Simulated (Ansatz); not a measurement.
Program: Ansatz. Geometries: PBE0-D4/def2-TZVP. ΔE: electronic, gas phase. CCSD(T)/CBS adds triple-zeta CCSD(T) − MP2 to the extrapolated MP2 energy (def2 sets, frozen cores). Functionals use def2-TZVPP. For Ge outer-core shells are correlated without core-valence functions, which leaves a few kJ/mol of doubt a bond. Scalar relativity is left out up to krypton. One conformer a species, not always the lowest.

Reaction (redistribution): `C[O][GeH]([Cl])[O][SiH3]` + `CS[SiH](Cl)Cl` → `C[O][GeH]([Cl])[S]C` + `[SiH3]O[SiH](Cl)Cl`

(1) Is it downhill or uphill in electronic energy at CCSD(T)/CBS, and by how much? (Best estimate.)

(2) What do these levels give: r2SCAN-D4, PBE0-D4, ωB97M-V, B2PLYP, PBE, SCS-MP2/def2-QZVPP? (An estimate is asked.)

Largest T1 diagnostic among the species: 0.012.

Answers

(1) Computed: Downhill: ΔE = -0.62 eV.

(2) The calculation gave: r2SCAN-D4 -0.63, PBE0-D4 -0.60, ωB97M-V -0.62, B2PLYP -0.65, PBE -0.60, SCS-MP2/def2-QZVPP -0.63 eV.

In def2-TZVPP, CCSD(T) changes the Hartree–Fock value by +0.08 eV (the triples alone add +0.02 eV) and MP2 by +0.08 eV.
